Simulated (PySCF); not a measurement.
F5Sb, charge -1, doublet, geometry from GFN2-xTB (a state made from the parent by changing its charge; the spin is typed, not shown lowest) (all electrons, no relativity) (in this run its highest filled SCF level lies above zero, so its values depend strongly on the basis, on diffuse functions most of all). Base run: HF/STO-3G (PySCF).

The PySCF input:
```python
from pyscf import gto, scf

mol = gto.M(
    atom='''
Sb   -0.14082778    0.06892398    0.18765744
F     1.37299800   -0.81046783    1.42071276
F    -1.45490835    0.85055641   -1.31156465
F     0.98143243    1.89186455    0.13433258
F     0.96184478   -0.47074637   -1.28168834
F    -1.06334278   -1.85177597   -0.02518448
''',
    basis='sto-3g',
    charge=-1,
    spin=1,
    verbose=4,
)

mf = scf.UHF(mol)
mf.kernel()
mo_i, mo_e, stable_i, stable_e = mf.stability(internal=True, external=True, return_status=True, nroots=6, tol=1e-6)
print('internally stable:', stable_i, ' externally stable:', stable_e)
if not stable_i:
    umf = mf.copy()
    umf.scf_summary = {}
    umf.kernel(umf.make_rdm1(mo_i, mf.mo_occ))
mf.analyze()
```

The bond that is stretched is that between atoms 3 and 1. A test that says stable can miss a lower solution.

The base run was repeated with changes; each row names its change, and settings that it needs were set with it.

```tsv
change	ΔE vs base (kcal/mol)	<S^2>	E after following the instability (Eh)	<S^2> there	stability test says	outcome
base	0.000	0.841	-6741.23102	0.86	internal instability	converged
bond × 1.25	10.24	0.840	-6741.21463	0.87	internal instability	converged
bond × 1.5	9.68	0.754	-6741.21556	0.80	internal instability	converged
bond × 1.8	9.66	0.750	-6741.21559	0.80	internal instability	converged
bond × 2.2	9.96	0.750	-6741.21511	0.79	internal instability	converged
bond × 3.0	-	-	-	-	-	not converged
```

On stretching, the SCF can end on different states; <S^2> shows the spin contamination of each.
